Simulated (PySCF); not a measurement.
## Dipole moment and polarisability of `C/C(CF)=C(/[SiH3])CF`

C5H10F2Si.
SMILES with atom numbers: `[CH3:1]/[C:2]([CH2:3][F:4])=[C:5](/[SiH3:6])[CH2:7][F:8]` (hydrogens: H9, H10, H11 on C1; H12, H13 on C3; H14, H15, H16 on Si6; H17, H18 on C7)

Geometry (GFN2-xTB, Å), atoms numbered from 1 in this order:
```xyz
18
C5H10F2Si angstrom
C     -1.5190   -1.3266    0.2105
C     -0.7113   -0.0730    0.0150
C     -1.5417    1.1655   -0.1563
F     -2.3503    1.3678    0.9435
C      0.6236   -0.0562   -0.0254
Si     1.6914    1.5063   -0.1923
C      1.3520   -1.3635    0.0947
F      2.6683   -1.2569   -0.2820
H     -1.1203   -1.9262    1.0264
H     -1.5035   -1.9377   -0.6932
H     -2.5522   -1.0779    0.4382
H     -2.2204    1.0567   -1.0122
H     -0.9352    2.0655   -0.2734
H      1.5447    2.0117   -1.5621
H      3.0844    1.2038    0.1046
H      1.2103    2.5036    0.7695
H      0.9141   -2.1350   -0.5498
H      1.3563   -1.7216    1.1327
```

Level: CAM-B3LYP/def2-SVPD (PySCF), static field, nuclei fixed, core orbitals frozen in the response. The polarisability tensor in these axes (au):

```
x   107.13   4.29  -1.95
y     4.29  90.42  -2.05
z    -1.95  -2.05  70.55
```

What are the eigenvalues, a third of the trace, and Δα (Δα² = ½Σ(αi − αj)² over the three pairs)?

Principal values 70.28, 89.50 and 108.32 au; mean 89.37 au = 13.24 Å³ = 14.73 × 10⁻⁴⁰ C²·m²/J; Δα = 32.95 au (37 % of the mean).

What is the dipole moment, and where does it point?

(-0.92, -1.06, -0.83) D, 1.63 D in size, pointing from the negative to the positive side. Measured along this direction, the outermost atoms are H16 at the negative end and H10 at the positive end.

What would n − 1 = 2πNα be for an ideal gas of these molecules at 273.15 K and 1 atm, electronic part alone?

N = p/kT = 2.6868 × 10¹⁹ cm⁻³, so n − 1 = 2π × N × 13.24 × 10⁻²⁴ cm³ = 2236 × 10⁻⁶ at long wavelengths.

Rayleigh depolarisation ratio (linearly polarised light, static tensor)?

ρ = 3Δα²/(45ᾱ² + 4Δα²) = 3256.8/(359383 + 4342.4) = 0.00895.

Estimate the molar refractivity from the static electronic polarisability.

Lorentz–Lorenz: R = (4π/3)N_A α = 2.5225 cm³/(mol·Å³) × 13.24 Å³ = 33.4 cm³/mol, in the limit of long wavelengths.

One conformer (not necessarily the lowest) at the GFN2-xTB geometry, without solvent, vibrations or thermal averaging.

These values come from a run that also computed excited states. The run took 94 s wall (grids of density and orbitals included) on an Arm Neoverse V1 with one thread (shared host), and the process peaked at 1.2 GiB of memory.
